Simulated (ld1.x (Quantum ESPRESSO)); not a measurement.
**Before and after: TM potential for lead (Pb)**

```
Element                 : Pb
Generator               : ld1.x (Quantum ESPRESSO) 7.5
Type                    : norm-conserving Troullier–Martins (Kleinman–Bylander form)
Functional              : LDA (PZ)
Relativity              : scalar-relativistic
Frozen core             : [Xe] 4f14 5d10
Valence charge          : 4
Reference configuration : 6s2 6p2
Partial waves           : 6p (bound): rc 2.45 bohr; 6d channel at -0.2 Ry: rc 2.40 bohr; 6s (bound): rc 1.95 bohr
Local potential         : the s channel
Core correction         : none
```

Change: core correction a·sin(br)/r model core inside 1.54 bohr.

Cutoffs: the cutoffs (Ry, on a coarse ladder) from which the occupation-weighted sum of valence levels, in a spherical-Bessel basis at the reference potential, stays within 10 and 1 mRy of its value at 400 Ry; they do not see the model core or the augmentation charge, which bear on the density cutoff. Errors are all-electron minus pseudo energies relative to the spin-unpolarised reference configuration.

Task: What does the change do?

Result: The potential gets neither clearly harder nor softer (21 Ry and 35 Ry → 21 Ry and 35 Ry); both files keep a bound ghost (d); of the 9 tests that both files solve, the error grows in 6 and shrinks in 3 by more than 15 % and 0.3 meV (median size 45.9 → 35.5 meV). A model core, the more so a compact one, raises the density cutoff, which this test does not measure.

```tsv
quantity	base	changed
cutoff, loose	21 Ry	21 Ry
cutoff, tight	35 Ry	35 Ry
bound ghosts	d	d
error for 6s2 6p1, meV [ΔE 6.83 eV]	+8.0	-17
error for 6s2 6p0, meV [ΔE 20.59 eV]	+68	-116
error for 6s1 6p0, meV [ΔE 53.47 eV]	+274	-594
error for 6s2 6p2.3, meV [ΔE -0.86 eV]	+0.8	0.0
error for 6s0 6p4, meV [ΔE 18.03 eV]	+100	-137
error for 6s1 6p2, meV [ΔE 16.43 eV]	+11	-84
error for 6s1 6p3, meV [ΔE 8.82 eV]	+17	-36
error for 6s2 6p2 (spin-polarised), meV [ΔE -0.45 eV]	+89	-3.3
error for 6s2 6p1 (spin-polarised), meV [ΔE 6.69 eV]	+46	-19
s: phases at 2.65 bohr within 0.05 rad from the reference energy up to (Ry; the scan ends near 5)	2.5	2.5
p: phases at 2.65 bohr within 0.05 rad from the reference energy up to (Ry; the scan ends near 5)	3.3	3.3
d: phases at 2.65 bohr within 0.05 rad from the reference energy up to (Ry; the scan ends near 5)	0.6	0.6
```

 A true bound ghost makes a file unfit for plane-wave use even where its test errors are small: the radial tests pick states by their node count and pass the ghost by.
